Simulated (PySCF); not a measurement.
# Removing an electron from `C#CC(=O)N(C)C`

Species: C5H7NO.
Geometry (PBE0-D3(BJ)/def2-SVP, Å), atoms numbered from 1 in this order:
```xyz
14
C5H7NO angstrom
C      2.9319   -0.4459   -0.1673
C      1.8763    0.1402   -0.0662
C      0.6737    0.9633    0.0759
O      0.7755    2.1575    0.2828
N     -0.5185    0.3078   -0.0389
C     -0.6504   -1.1035   -0.2825
C     -1.7363    1.0658    0.0937
H      3.8751   -0.9546   -0.2541
H     -1.2006   -1.5940    0.5392
H     -1.2020   -1.2898   -1.2203
H      0.3396   -1.5682   -0.3635
H     -1.4749    2.1141    0.2795
H     -2.3410    0.9983   -0.8268
H     -2.3431    0.6866    0.9337
```

Level: CAM-B3LYP/def2-SVPD (PySCF). Frontier orbitals with their largest atomic shares (Löwdin; up to four atoms above 4 %):

| orbital | ε (eV) | main atoms |
| --- | --- | --- |
| HOMO−3 | -10.27 | C2 33 %, C1 30 %, O4 17 %, C3 8 % |
| HOMO−2 | -9.91 | C1 38 %, C2 38 %, O4 12 %, C3 6 % |
| HOMO−1 | -9.13 | O4 57 %, C2 14 %, C1 13 %, C3 6 % |
| HOMO | -8.63 | ? |
| LUMO | 0.15 | C1 24 %, C3 20 %, C2 20 %, O4 17 % |
| LUMO+1 | 1.10 | C6 22 %, C7 16 %, C1 9 %, H10 8 % |
| LUMO+2 | 1.72 | C1 34 %, C2 32 %, H8 13 %, O4 5 % |

What vertical ionisation energy does ΔSCF give, and how far is −ε(HOMO) from it?

ΔSCF: 9.28 eV (896 kJ/mol; threshold wavelength 134 nm); ⟨S²⟩ of the doublet left behind is 0.784, against 0.75 for a pure doublet. −ε(HOMO) is 8.63 eV, 0.65 eV below it. For the exact functional −ε(HOMO) would equal the first vertical ionisation energy; CAM-B3LYP (range-separated hybrid) falls short of its own ΔSCF value by 7 %.

On which atoms does the HOMO lie?

N5 (amide nitrogen) 43 %, O4 (amide oxygen) 22 %, C6 (N-methyl carbon) 7 %, C3 (amide carbonyl carbon) 7 %. The HOMO−1 lies 0.50 eV lower.

What total energies stand behind the ΔSCF value?

E(N) = -324.27052 Eh and E(N − 1) = -323.92931 Eh at the same geometry, 0.34121 Eh apart.

Shift the occupied levels rigidly so that −ε(HOMO) equals the ΔSCF value. What binding energies result?

The shift is +0.65 eV: HOMO 9.28, HOMO−1 9.78, HOMO−2 10.56, HOMO−3 10.92 eV. A rigid shift is only a rough guide to the deeper ionisations.

What kinetic energy would electrons from this vertical process carry with Lyman-α light (10.199 eV)?

10.20 − 9.28 = 0.92 eV.

Isolated species at its PBE0-D3(BJ)/def2-SVP geometry, gas phase.

The run behind these numbers computed excited states and ΔSCF ions as well. The run took 80 s on an x86-64 server with one thread, on a shared host.
